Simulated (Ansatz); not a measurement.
A run for Ansatz (a quantum-chemistry and plane-wave program): R-BLYP/def2-TZVPP on C14H10 (SMILES c1ccc2cc3ccccc3cc2c1).

Ansatz 0.2 input:
```yaml
crystal:
  periodic: [false, false, false]
  atoms:
    - {symbol: C, position_ang: [3.70801108, 0.28911072, -0.32134546]}
    - {symbol: C, position_ang: [3.59191473, -0.93066294, 0.41019472]}
    - {symbol: C, position_ang: [2.35695521, -1.42092559, 0.75196401]}
    - {symbol: C, position_ang: [1.16129182, -0.72537318, 0.38553776]}
    - {symbol: C, position_ang: [-0.11431673, -1.20100977, 0.72026514]}
    - {symbol: C, position_ang: [-1.27896189, -0.51089680, 0.35585567]}
    - {symbol: C, position_ang: [-2.58609837, -0.98650628, 0.69180353]}
    - {symbol: C, position_ang: [-3.70801108, -0.28911073, 0.32134546]}
    - {symbol: C, position_ang: [-3.59191473, 0.93066294, -0.41019472]}
    - {symbol: C, position_ang: [-2.35695521, 1.42092559, -0.75196401]}
    - {symbol: C, position_ang: [-1.16129182, 0.72537318, -0.38553776]}
    - {symbol: C, position_ang: [0.11431673, 1.20100977, -0.72026514]}
    - {symbol: C, position_ang: [1.27896189, 0.51089680, -0.35585567]}
    - {symbol: C, position_ang: [2.58609837, 0.98650628, -0.69180353]}
    - {symbol: H, position_ang: [4.69936362, 0.66500295, -0.58519047]}
    - {symbol: H, position_ang: [4.49586064, -1.47310619, 0.69712131]}
    - {symbol: H, position_ang: [2.26573843, -2.35504246, 1.31225963]}
    - {symbol: H, position_ang: [-0.20328603, -2.13571019, 1.28078564]}
    - {symbol: H, position_ang: [-2.67274506, -1.92102263, 1.25215950]}
    - {symbol: H, position_ang: [-4.69936361, -0.66500295, 0.58519047]}
    - {symbol: H, position_ang: [-4.49586064, 1.47310619, -0.69712131]}
    - {symbol: H, position_ang: [-2.26573843, 2.35504246, -1.31225962]}
    - {symbol: H, position_ang: [0.20328603, 2.13571019, -1.28078564]}
    - {symbol: H, position_ang: [2.67274506, 1.92102263, -1.25215950]}
basis:
  gaussian:
    orbitals: def2-TZVPP
hamiltonian:
  xc: {name: BLYP}
scf: {lower_state_search: off}
```

Problem. Give the final energy of this run.

Solution. -539.4903 hartree.

Problem. How many basis functions does it have, and what does it roughly cost on one machine?

Solution. 574 functions; about 24 core-seconds (a rough figure).
